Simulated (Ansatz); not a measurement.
Species: H3IOSi, SMILES `O[SiH2]I` (H–O–Si–I torsion 54°) (charge 0, multiplicity 1).

### Question
Give a relaxed geometry from PBE0-D4/def2-TZVP run with Ansatz (a program for electronic structure).

### Answer
One answer among several that fit: the end point of this relaxation, one of several conformers (outside a Z-matrix the atoms follow the SMILES, hydrogens last).
Bonds (Å): O1–Si2 1.635, O1–H4 0.959, Si2–I3 2.446, Si2–H5 1.475, Si2–H6 1.482. Angles (°): Si2–O1–H4 118.4, O1–Si2–I3 111.3, O1–Si2–H5 106.4, O1–Si2–H6 112.5, I3–Si2–H5 108.7, I3–Si2–H6 105.8, H5–Si2–H6 112.2.
